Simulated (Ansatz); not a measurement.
Steps of a relaxation of `F[SiH]1C[SiH2][Se]1` with RKS PBE0-D4/def2-TZVP.

```sh
$ ansatz run in.yaml --threads 4 --pin off --events-out ev --progress --plain --max-ram 10444MiB
```

```yaml
crystal:
  periodic: [false, false, false]
  atoms:
    - {symbol: F, position_ang: [-2.014540, 1.443860, 0.935969]}
    - {symbol: Si, position_ang: [-0.415526, 1.128779, 0.734361]}
    - {symbol: C, position_ang: [-0.086758, -0.723595, 0.590380]}
    - {symbol: Si, position_ang: [0.580016, -0.620922, -1.191338]}
    - {symbol: Se, position_ang: [0.323904, 1.682363, -1.369202]}
    - {symbol: H, position_ang: [0.284843, 1.870260, 1.833338]}
    - {symbol: H, position_ang: [-1.019732, -1.317778, 0.675208]}
    - {symbol: H, position_ang: [0.648982, -1.110777, 1.324309]}
    - {symbol: H, position_ang: [-0.237457, -1.370092, -2.207036]}
    - {symbol: H, position_ang: [2.019568, -1.033400, -1.322991]}
basis:
  gaussian: {orbitals: def2-TZVP}
hamiltonian: {xc: pbe0, dispersion: d4}
relax: {f_tol: 0.005, max_steps: 150}
```

Positions (Å) and forces (eV/Å) along the path, 5 of 5 steps:

```xyz
10
step=1 energy=-84927.9945 eV
F    -2.015    1.444    0.936    1.282   -0.247   -0.163
Si   -0.416    1.129    0.734   -0.864    0.058    0.010
C    -0.087   -0.724    0.590   -0.070   -0.096    0.116
Si    0.580   -0.621   -1.191   -0.041    0.039    0.130
Se    0.324    1.682   -1.369   -0.093   -0.390    0.345
H     0.285    1.870    1.833   -0.176   -0.165   -0.257
H    -1.020   -1.318    0.675    0.459    0.294   -0.058
H     0.649   -1.111    1.324   -0.357    0.212   -0.378
H    -0.237   -1.370   -2.207    0.176    0.185    0.226
H     2.020   -1.033   -1.323   -0.318    0.109    0.029
10
step=2 energy=-84928.0499 eV
F    -1.989    1.435    0.919    0.784   -0.161   -0.086
Si   -0.408    1.116    0.725   -0.734    0.040    0.095
C    -0.089   -0.726    0.591    0.001    0.031   -0.006
Si    0.574   -0.615   -1.177   -0.033   -0.035    0.097
Se    0.317    1.663   -1.357    0.001   -0.016    0.025
H     0.282    1.855    1.811   -0.027   -0.047   -0.056
H    -1.011   -1.314    0.673    0.135    0.091   -0.018
H     0.641   -1.105    1.316   -0.101    0.057   -0.112
H    -0.238   -1.348   -2.187    0.051    0.029    0.054
H     2.002   -1.013   -1.311   -0.079    0.011    0.007
10
step=3 energy=-84928.0635 eV
F    -1.970    1.422    0.928    0.049    0.002   -0.034
Si   -0.414    1.114    0.720   -0.094   -0.017    0.075
C    -0.091   -0.718    0.587    0.016    0.032   -0.040
Si    0.571   -0.611   -1.172   -0.001   -0.020    0.029
Se    0.316    1.665   -1.355    0.003    0.012   -0.039
H     0.281    1.844    1.803    0.031    0.009    0.005
H    -1.008   -1.305    0.666   -0.024   -0.020    0.003
H     0.636   -1.095    1.307    0.018   -0.009    0.019
H    -0.231   -1.350   -2.178   -0.016    0.001   -0.017
H     1.993   -1.015   -1.301    0.020    0.010   -0.002
10
step=4 energy=-84928.0640 eV
F    -1.969    1.426    0.919   -0.014    0.001    0.012
Si   -0.415    1.111    0.724   -0.005    0.015   -0.017
C    -0.091   -0.720    0.588    0.005   -0.001    0.003
Si    0.571   -0.613   -1.170    0.002    0.023   -0.012
Se    0.313    1.663   -1.356    0.005   -0.001   -0.004
H     0.284    1.844    1.804    0.007   -0.010    0.003
H    -1.008   -1.308    0.667   -0.003   -0.007    0.003
H     0.637   -1.097    1.309    0.001   -0.004    0.005
H    -0.234   -1.348   -2.179    0.004   -0.008    0.003
H     1.995   -1.009   -1.302   -0.002   -0.008    0.003
10
step=5 energy=-84928.0641 eV
F    -1.970    1.427    0.922   -0.003    0.003    0.000
Si   -0.416    1.112    0.722   -0.002    0.003    0.002
C    -0.092   -0.720    0.587    0.000    0.001   -0.001
Si    0.571   -0.612   -1.171    0.001    0.004   -0.003
Se    0.313    1.664   -1.357   -0.002   -0.003    0.001
H     0.286    1.842    1.803    0.005   -0.004   -0.001
H    -1.008   -1.309    0.667    0.002   -0.002   -0.001
H     0.636   -1.096    1.309   -0.002    0.001    0.001
H    -0.232   -1.349   -2.179    0.002   -0.002    0.001
H     1.995   -1.010   -1.300   -0.001   -0.001    0.002
```

It took 30 s on 4 threads of an Arm Neoverse V1 on a shared host, with 0.72 GiB of host memory at the peak.
